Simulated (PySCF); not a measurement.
C8H8.
Geometry (GFN2-xTB, Å), atoms numbered from 1 in this order:
```
atom  x, y, z in Å
C1    -1.4730   -0.7134    0.4948
C2    -0.4993   -1.6004    0.3314
C3     0.6284   -1.4722   -0.5965
C4     1.5226   -0.4913   -0.6010
C5     1.5497    0.6474    0.3219
C6     0.5760    1.5340    0.4880
C7    -0.7060    1.5407   -0.2230
C8    -1.6001    0.5598   -0.2205
H9    -2.2995   -0.9427    1.1586
H10   -0.5419   -2.5447    0.8632
H11    0.7440   -2.3044   -1.2825
H12    2.3592   -0.5342   -1.2898
H13    2.4883    0.7801    0.8489
H14    0.7297    2.3792    1.1500
H15   -0.9357    2.4716   -0.7299
H16   -2.5500    0.6995   -0.7250
```

NICS is the negative of the GIAO shielding at a point without a nucleus: at the ring centre (0) and 1 Å above and below it (1); zz is the component along the ring normal. Level: GIAO PBE0/pcSseg-1 (PySCF, non-relativistic, gas phase) on the GFN2-xTB geometry, one conformer.

Ring bond lengths (Å), with Mayer bond orders in brackets: C1–C2 1.327 (1.90), C2–C3 1.466 (1.05), C3–C4 1.327 (1.90), C4–C5 1.466 (1.05), C5–C6 1.327 (1.90), C6–C7 1.466 (1.05), C7–C8 1.327 (1.90), C8–C1 1.466 (1.05).

Q: Give the NICS values of each ring in ppm.

A: 
```
                   ring                                                    type  NICS(0)  NICS(1), two faces  NICS(1)zz, two faces  rms pucker (Å)  centre to ring atoms, mean (Å)
C1–C2–C3–C4–C5–C6–C7–C8  8-membered carbocycle; formal bonds 4 double, 4 single      1.8         -2.1 / -2.1             5.0 / 5.0            0.41                            1.71
```

Q: What do they say, and how far can they be read as aromaticity?

A: 
- C1–C2–C3–C4–C5–C6–C7–C8: mean NICS(1)zz 5.0 ppm, deshielded. The ring is puckered (0.41 Å rms).

Q: And the bond-length index? HOMA = 1 − mean of α(R − Ropt)² over the ring bonds, with Krygowski's 1993 parameters (CC: Ropt 1.388 Å, α 257.7 Å⁻²).

A: 
- C1–C2–C3–C4–C5–C6–C7–C8: HOMA -0.26 = 1 − EN − GEO, with mean bond length 1.397 Å, EN = α(Ropt − mean)² = 0.019 and GEO = α × variance = 1.239.

Q: What field does 1 T along the ring normal induce along that normal at the second NICS(1) probe listed for ring C1–C2–C3–C4–C5–C6–C7–C8, 1 Å off the ring?

A: NICSzz × B0 = 5.0 ppm × 1 T = 5 μT, along the applied field.

Q: Give the inner angles of the rings and the Hirshfeld charges of the ring atoms.

A: 
- C1–C2–C3–C4–C5–C6–C7–C8: C1 125.7° (-0.047 e), C2 125.7° (-0.047 e), C3 125.8° (-0.046 e), C4 125.8° (-0.047 e), C5 125.7° (-0.047 e), C6 125.7° (-0.047 e), C7 125.8° (-0.047 e), C8 125.8° (-0.047 e); sum 1006.0° against 1080° for a flat convex ring.

Q: What are the shieldings of the ring atoms and their hydrogens in the same run (means over atoms taken as equivalent)?

A: 
```tsv
atoms	environment	σ isotropic (ppm)
C1 (×8)	alkene CH carbon	45.6
H9 (×8)	vinylic hydrogen	25.56
```
